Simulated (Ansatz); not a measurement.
C$_{3}$H$_{9}$IOSi, singlet, geometry from GFN2-xTB (all electrons, no relativity); CASSCF(6,6)/STO-3G (Ansatz, a quantum-chemistry and plane-wave program).

Here is a job for Ansatz.
Ansatz 0.2 input:
```yaml
crystal:
  periodic: [false, false, false]
  atoms:
    - {symbol: C, position_ang: [2.64019981, -0.53353057, -0.84227979]}
    - {symbol: O, position_ang: [1.42365335, -1.20442979, -0.98629450]}
    - {symbol: Si, position_ang: [-0.08460986, -0.62033450, -0.97527116]}
    - {symbol: C, position_ang: [-0.46867603, 0.58841909, -2.38620825]}
    - {symbol: C, position_ang: [-1.18553171, -2.14714922, -0.90596546]}
    - {symbol: I, position_ang: [-0.36089468, 0.69485316, 1.12217562]}
    - {symbol: H, position_ang: [2.62473180, 0.10907793, 0.04206413]}
    - {symbol: H, position_ang: [3.42358279, -1.28250543, -0.72828846]}
    - {symbol: H, position_ang: [2.84979411, 0.07958843, -1.72159115]}
    - {symbol: H, position_ang: [-1.49841284, 0.93064794, -2.34664337]}
    - {symbol: H, position_ang: [-0.31425440, 0.11835808, -3.35386474]}
    - {symbol: H, position_ang: [0.16896022, 1.46831471, -2.34003724]}
    - {symbol: H, position_ang: [-0.95290991, -2.76355210, -0.04371123]}
    - {symbol: H, position_ang: [-2.22815018, -1.85548383, -0.83800699]}
    - {symbol: H, position_ang: [-1.06656467, -2.75797779, -1.79435549]}
basis:
  gaussian:
    orbitals: STO-3G
hamiltonian:
  xc: hf
magnetization: {spin_polarized: false}
correlation: {active_space: {window: {electrons: 6, orbitals: 6}}}
```

The log (banner, timings and long lists left out):

```
Functional definition: HF
798 factors; integrals over basis functions are off by at most 3.4e-5 eV
mean field evaluation 1: about -199394.5801 eV, gradient 2.4e1 eV
mean field evaluation 2: about -199394.7471 eV, gradient 2.4e1 eV
mean field evaluation 4: about -199397.1246 eV, gradient 1.7e0 eV
mean field evaluation 8: about -199397.1363 eV, gradient 6.3e-4 eV
mean field -199397.13628441 eV, -7327.7096022188 hartree, gradient 1.8e-6 eV, S^2 0.000000; 0 other end points of the search recorded, 0 dependent functions left out
reference -199397.13628441 eV, -7327.7096022188 hartree; 51, 51 occupied and 14, 14 virtual orbitals, 798 factors
state -199398.50026851 eV, -7327.7597277098 hartree
Total energy: -199398.50026851 eV, -7327.7597277098 hartree
```
